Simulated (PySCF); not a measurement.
## Computed spin Hamiltonian

C5H4O3 (charge -1 and doublet state).
Z-matrix (Å and degrees, PBE0-D3(BJ)/def2-SVP geometry), rows numbered from 1:
```
O 
C   1  1.2281
O   2  1.3877  1  118.85
C   2  1.4264  1  128.80  3   179.51
C   4  1.4327  2  127.44  1   -15.04
C   5  1.3586  4  107.16  2  -172.26
O   6  1.3614  5  112.25  4    -1.05
C   7  1.4122  6  107.26  5     2.81
H   3  0.9733  2  104.13  1   164.20
H   5  1.0893  4  125.77  2     5.25
H   6  1.0903  5  131.80  4   177.23
H   8  1.1036  4  123.57  2   -54.70
```

The hyperfine couplings belong to this conformer and change with its torsions.

The species is `[O-][C](O)C1=COC=C1` [radical] (charge -1).

Level of theory: UKS B3LYP, IGLO-III on C O, pcH-1 on H, non-relativistic, mean-field spin-orbit, GIAO in PySCF 2.14.0. Whether the extra electron is bound in the gas phase wasn't checked; a finite basis holds it in any case. The frame is twisted about the C2–C4 bond at this geometry (dihedral O3–C2–C4–C8 = -5°); couplings at other torsion angles weren't computed. The SCF solution wasn't tested for stability.

```
g1, g2, g3                      : 2.00221, 2.00411, 2.00456
g_iso                           : 2.00363
Form of g                       : rhombic: the two nearest values differ by 19 % of g3 − g1
⟨S²⟩                            : 0.7574 (exact 0.7500)
HOMO–LUMO gap, α and β orbitals : 3.02, 4.88 eV
Basis functions                 : 320
```

Isotropic coupling and dipolar principal values T1 to T3, in MHz; ρ(0) is the spin density at the nucleus:

```
atom  isotope  a_iso     T1     T2    T3  Mulliken spin population  ρ(0) (bohr⁻³)
  O1      17O  -11.9  -40.8   20.2  20.6                      0.12         0.0196
  C2      13C    0.3  -14.3  -11.3  25.5                      0.13         0.0002
  O3      17O   -5.0  -10.0    3.8   6.2                      0.00         0.0083
  C4      13C    0.0  -15.6  -13.0  28.6                      0.10         0.0000
  C5      13C   -6.9   -6.2    2.4   3.8                     -0.04        -0.0062
  C6      13C    5.4   -5.0   -3.0   7.9                      0.08         0.0048
  O7      17O  -23.2  -48.7   23.9  24.9                      0.07         0.0382
  C8      13C   98.1  -36.6  -34.6  71.2                      0.50         0.0873
  H9       1H    5.3   -7.0   -0.2   7.2                      0.03         0.0012
 H10       1H    2.1   -2.4   -0.2   2.6                      0.00         0.0005
 H11       1H   -5.3   -3.2   -1.3   4.5                      0.00        -0.0012
 H12       1H   68.2  -15.6   -1.7  17.2                      0.01         0.0153
```

The largest Mulliken spin populations are on C8 (+0.50), C2 (+0.13), O1 (+0.12) and C4 (+0.10). C8 is the only atom above +0.15. The angles at C8 add up to 341.9°, so it is pyramidal.

The SMILES `[O-][C](O)c1ccoc1` draws the unpaired electron on C2, whose computed spin population is only +0.13.

Axes: g2 points within 5° of the C2–O3 bond.

Under fast tumbling the dipolar parts average out, and these isotropic splittings remain: 1 × 1H (H12, I = 1/2, 2 lines) with 2.43 mT, 1 × 1H (H9, I = 1/2, 2 lines) with 0.19 mT, 1 × 1H (H11, I = 1/2, 2 lines) with 0.19 mT and 1 × 1H (H10, I = 1/2, 2 lines) with 0.08 mT.

The 17O coupling of O7 (-23.2 MHz) shows only in satellite lines or after enrichment, since that isotope makes up about 0.038 % of natural oxygen.

The 13C coupling of C8 (98.1 MHz) shows only in satellite lines or after enrichment, since that isotope makes up about 1.07 % of natural carbon.

β density exceeds α density at some nuclei, such as C5 (-0.0062) and H11 (-0.0012), spin density in bohr⁻³. In a single determinant that takes different orbitals for the two spins, that is spin polarisation.
